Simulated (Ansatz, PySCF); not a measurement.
Dimer: CH4O (SMILES CO) (first 6 atoms) with HBr (SMILES Br); geometry from B3LYP-D3(BJ)/def2-TZVP.
(charge 0, multiplicity 1):
```xyz
8

C     -0.1565     0.4894     0.2119
O     -0.1782    -0.7630     0.9054
H     -0.0389     0.3383    -0.8634
H      0.7040     1.0369     0.5894
H     -1.0601     1.0723     0.4066
H     -0.9356    -1.2792     0.6077
Br    -0.5418    -0.0127     4.0254
H     -0.3351    -0.4349     2.6448
```

Monomers are frozen at their geometry in the pair; levels with a basis set take the counterpoise correction. Rows marked so take none.

Rows in 6-31G* carry no dispersion term and start afresh at each structure (6-31G* with six Cartesian d functions); the Pople sets are all-electron and without relativity. MP2/6-31G* freezes PySCF's default core, which leaves 3d correlated.

The values were computed with Ansatz (an electronic-structure program) with Gaussian orbitals; PySCF for 6-31G* rows, the dispersion terms. 

Question: What is the computed interaction energy (BHLYP-D4/def2-TZVPPD)?

Answer: -6.4 kcal/mol

Question: Give the interaction energy at the level MP2/6-31G* (no counterpoise).

Answer: -8.3 kcal/mol

Question: Predict the interaction energy from PBE-D3(BJ)/def2-TZVPPD.

Answer: -7.4 kcal/mol
